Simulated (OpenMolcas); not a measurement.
**Levels of Au3+ by method**

```yaml
Program: OpenMolcas 26.06
Basis: ANO-R2 [8s6p5d3f1g]
Scalar_Hamiltonian: X2C, finite nucleus
Active_space: 8 electrons in 5 orbitals (5d)
State_averaging: 2S+1 = 3 even, 10 roots; 2S+1 = 1 even, 15 roots
Spin-orbit_coupling: state interaction with AMFI integrals over the reference wave functions, term energies averaged over their components
```

Methods on the same reference wave functions:
A. CASSCF
B. SS-CASPT2, IPEA 0.25 Eh, imaginary shift 0.1 Eh (closed shells correlated: 5s 5p)

Energies in cm⁻¹ above 5d⁸ ³F₄, the measured ground level; measured values from Zainab et al., Astrophys. J. Suppl. Ser. 267, 12 (2023).

```csv
Level,A,B,Measured
5d⁸ ³F₄,0.0,0.0,0.0
5d⁸ ³F₃,12155,12290,12294
5d⁸ ³P₂ [52 %],20610,18810,
5d⁸ ³P₀,23563,19500,18185
5d⁸ ³P₁,26278,22770,21490
5d⁸ ¹G₄,29510,26440,25702
5d⁸ ¹S₀,62660,56060,55278
```

Deviations, from unrounded energies. A percentage is the sum of absolute deviations over the sum of measured energies, with the sign that they share, or ± where signs differ.

```tsv
Against measurement	Levels	A	B
mean absolute deviation (cm-1)	5	4300	820
fine structure of the ground term (%)	1	-1.1	-0.0
other terms of the ground configuration (%)	4	+17.7	+3.4
```

B lies closest to measurement on these levels. The largest miss of B in the table is 5d⁸ ³P₀, by +1300 cm-1. The ranking rests on the paired levels alone, and a cruder setting can come out closer through cancelling errors.

From A to B the spin-free energies of the other terms of 5d⁸ shown, above ³F, scale by factors of 0.74 to 0.85, as is usual when dynamic correlation screens the repulsion within a d or f shell.

The lowest spin-free term lies below A's lowest term by 0.438 hartree in B.

CASPT2 breaks the degeneracy within a term, and the mean is taken; among the terms shown or strongly mixed into the levels shown the widest spread is 570 cm-1 (5d⁸ ¹G, B). Without dynamic correlation excited terms often stand tens of per cent too high (terms of higher spin than the ground term too low), and those without a measured partner can miss by more than the paired ones (holds for A). Computed and measured levels are paired by configuration, term and J; levels that our copy of the source lacks, or whose pairing is in doubt (as where it misses far off the trend of its configuration), stay unpaired and out of the deviations. Levels of configurations outside the active space are missing. The table leaves out levels that lie high or whose names do not pair safely across all columns.

A share in square brackets marks a mixed level and gives the weight of the term that names it, the lowest over the columns.
